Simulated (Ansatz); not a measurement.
H$_{8}$NSi$_{2}$, SMILES `[SiH3][NH2+][SiH3]` with one electron removed (charge 2, multiplicity 2), frozen-core CCSD(T)/cc-pVTZ // PBE0-D4/def2-TZVP (Ansatz, a quantum-chemistry and plane-wave program). The run hit its time limit unfinished.

Ansatz 0.2 input:
```yaml
crystal:
  periodic: [false, false, false]
  atoms:
    - { symbol: Si, position_ang: [1.600933, 0.108922, -0.159896] }
    - { symbol: N, position_ang: [-0.03912, -0.341721, 0.622095] }
    - { symbol: Si, position_ang: [-1.570071, 0.160664, -0.330881] }
    - { symbol: H, position_ang: [2.611672, -0.396381, 0.785829] }
    - { symbol: H, position_ang: [1.559068, -0.595245, -1.453538] }
    - { symbol: H, position_ang: [1.53027, 1.577147, -0.262047] }
    - { symbol: H, position_ang: [-0.082836, 0.070078, 1.557439] }
    - { symbol: H, position_ang: [-0.063978, -1.352503, 0.777207] }
    - { symbol: H, position_ang: [-1.412303, -0.54675, -1.613764] }
    - { symbol: H, position_ang: [-1.441116, 1.625633, -0.422258] }
    - { symbol: H, position_ang: [-2.692519, -0.309841, 0.499813] }
basis:
  gaussian: { orbitals: cc-pVTZ }
correlation:
  method: ccsd_t
total_charge: 2
magnetization:
  spin_polarized: true
  initial_magnetization: 1
```

The last lines of the output:

```
mean field evaluation 128: about -17311.8257 eV, gradient 3.0e-1 eV
mean field evaluation 160: about -17311.7186 eV, gradient 2.8e0 eV
mean field evaluation 192: about -17311.8159 eV, gradient 1.1e-1 eV
mean field evaluation 224: about -17311.4861 eV, gradient 1.9e0 eV
mean field evaluation 256: about -17311.5398 eV, gradient 6.9e-2 eV
mean field evaluation 288: about -17308.6132 eV, gradient 2.6e1 eV
mean field evaluation 320: about -17310.9776 eV, gradient 1.4e-3 eV
mean field evaluation 352: about -17310.9763 eV, gradient 1.6e-1 eV
mean field evaluation 384: about -17309.4242 eV, gradient 1.2e1 eV
mean field evaluation 416: about -17311.5386 eV, gradient 2.6e-1 eV
mean field -17311.93621215 eV, -636.2019213446 hartree, gradient 1.6e-6 eV, S^2 0.769013; 14 other end points of the search recorded, 0 dependent functions left out
determinant -17311.93621215 eV, -636.2019213446 hartree, with singles and doubles -17325.63515189 eV, -636.7053480946 hartree
determinant -17311.81582048 eV, -636.1974970324 hartree, with singles and doubles -17325.50040839 eV, -636.7003963624 hartree
determinant -17311.53990956 eV, -636.1873574931 hartree, with singles and doubles -17325.69910672 eV, -636.7076983912 hartree
determinant -17311.39661349 eV, -636.1820914597 hartree, with singles and doubles -17325.25599870 eV, -636.6914144720 hartree
determinant -17311.01221881 eV, -636.1679652157 hartree, with singles and doubles -17324.95252716 eV, -636.6802620986 hartree
determinant -17310.97757231 eV, -636.1666919805 hartree, with singles and doubles -17325.04410237 eV, -636.6836274254 hartree
determinant -17311.93621215 eV, -636.2019213446 hartree, with singles and doubles -17325.39099465 eV, -636.6963754816 hartree
determinant -17311.81582048 eV, -636.1974970324 hartree, with singles and doubles -17325.24541619 eV, -636.6910255719 hartree
determinant -17311.53990956 eV, -636.1873574931 hartree, with singles and doubles -17325.43112606 eV, -636.6978502838 hartree
determinant -17311.93621215 eV, -636.2019213446 hartree, with singles and doubles -17325.41936785 eV, -636.6974181774 hartree
determinant -17311.81582048 eV, -636.1974970324 hartree, with singles and doubles -17325.26496214 eV, -636.6917438723 hartree
determinant -17311.53990956 eV, -636.1873574931 hartree, with singles and doubles -17325.43553372 eV, -636.6980122621 hartree
determinant -17311.39661349 eV, -636.1820914597 hartree, with singles and doubles -17325.25630801 eV, -636.6914258389 hartree
```
